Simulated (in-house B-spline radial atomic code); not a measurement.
**Dy⁵⁸⁺: [He] 2s2 2p4**

Computed with a B-spline radial code for spherical atoms: Dirac-Hartree-Fock, average of configuration, Fermi nucleus of rms radius 5.2218 fm.

Screening seen three ways: the hydrogenic charge with the same mean radius, Z_r = [3n² - l(l+1)]/(2<r>), the one with the same energy, Z_e = n√(-2ε), and Slater's rules. Values are occupation-weighted means over j. An effective charge above Z reflects the relativistic contraction of the inner shells.

| shell | electrons | ε (eV) | <r> (bohr) | Z_r | Z_e | Slater |
| --- | --- | --- | --- | --- | --- | --- |
| 1s | 2 | -59447 | 0.02106 | 71.21 | 66.10 | 65.70 |
| 2s | 2 | -13871 | 0.0867 | 69.20 | 63.86 | 62.55 |
| 2p | 4 | -12989 | 0.07635 | 65.49 | 61.80 | 62.55 |

The least bound orbital is 2p3/2 at -12700 eV, while the most diffuse is 2s1/2 (<r> = 0.0867 bohr against 0.07852 bohr): energy order and size order differ.

Spin-orbit splittings of the orbital energies (j = l + 1/2 above j = l - 1/2 when positive): 2p 855.1 eV.

For the 1s electron the small component carries 6.09 % of the norm, the zero-frequency Breit interaction raises the level by 145.9 eV, self-energy by 101 eV, and vacuum polarisation lowers it by 16.96 eV.

The density falls to 0.001 bohr⁻³ at 0.3433 bohr; Σ<r²> = 0.047399 bohr² gives, by the non-relativistic formula and without the paramagnetism of open shells, a Langevin diamagnetic susceptibility of -0.03754×10⁻⁶ cm³/mol.
